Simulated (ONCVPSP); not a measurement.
**Gd (Z = 64): excitation energies, all-electron against ONCV**

Gd, optimised norm-conserving Vanderbilt (ONCV), made with ONCVPSP 4.0.1 (revPBE, scalar-relativistic). Core [Kr] 4d10 4f7, reference 5s2 5p6 5d1 6s1 6p1. Waves: 5s+6s: rc 2.00 bohr, ncon 4, nbas 8, qcut 5.1 1/bohr, 2 projectors; 5p+6p: rc 3.05 bohr, ncon 3, nbas 6, qcut 4.5 1/bohr, 2 projectors; 5d: rc 2.00 bohr, ncon 3, nbas 7, qcut 5.7 1/bohr, local. Local part: the d channel. Core correction: Teter function, fcfact 4.75, rcfact 1.65.

Energies are relative to the spin-unpolarised reference configuration 5s2 5p6 5d1 6s1 6p1; without spin polarisation the order of configurations can differ from experiment.

```json
{"valence configuration": "5s2 5p6 5d1 6s2 6p0", "charge": "0", "ΔE all-electron (eV)": "-2.836", "error AE − PS (meV)": "-2.7"}
{"valence configuration": "5s2 5p6 5d0 6s0 6p0", "charge": "+3", "ΔE all-electron (eV)": "35.445", "error AE − PS (meV)": "-178"}
```

**Question.** What are ΔE and the potential's error for 5s2 5p6 5d1 6s1 6p0?

**Answer.** ΔE = 3.734 eV all-electron; the error (AE − PS) is 0.0 meV.

**Question.** What are ΔE and the potential's error for 5s2 5p6 5d1 6s0 6p0?

**Answer.** ΔE = 15.692 eV all-electron; the error (AE − PS) is -12 meV.

Levels in the configuration 5s2 5p6 5d0 6s0 6p0:

```csv
level,all-electron (eV),pseudo (eV)
5s,-74.637,-75.060
5p,-51.802,-52.164
```
